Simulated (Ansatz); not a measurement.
Coupled-cluster diagnostics for [closo-1-(Cl)B6H5]2- (B₆H₅Cl²⁻), Ansatz.

Geometry of the singlet (PBE-D4/def2-SVPD):

```tsv
atom	x (Å)	y (Å)	z (Å)
B1	-0.2171	-0.0526	1.1182
B2	0.9057	-0.8489	0.0772
B3	0.8398	0.9055	0.1469
B4	0.2432	0.0589	-1.2529
B5	-0.8179	-0.9002	-0.2598
B6	-0.8837	0.8542	-0.1901
Cl7	-0.5802	-0.1406	2.9887
H8	1.7875	-1.6914	0.2233
H9	1.6566	1.7974	0.3620
H10	0.4773	0.1156	-2.4583
H11	-1.6401	-1.7934	-0.4470
H12	-1.7710	1.6954	-0.3083
```

Correlated methods freeze 11 core orbitals. A multiply charged anion in the gas phase is held together partly by the finite basis.

(1) Estimate the CCSD(T) correlation energy, the shares of MP2 and (T), T1 and the reference's ⟨S²⟩ for: charge -2, singlet, own geometry in def2-SVPD; and the rough time on 4 threads of Intel Xeon on a shared host.

Results:

(1) 
```tsv
state	basis	correlation (eV)	MP2 share (%)	(T) share (%)	T1	⟨S²⟩ (pure)	wall time	remarks
charge -2, singlet, own geometry	def2-SVPD	-23.134	90.6	4.8	0.011	0.00 (0.00)	74 s	HOMO above zero
```
Customary marks for T1 are 0.02 (closed shells), 0.045 (open shells) and about 0.05 (3d metals). T1 stays under 0.02 throughout.
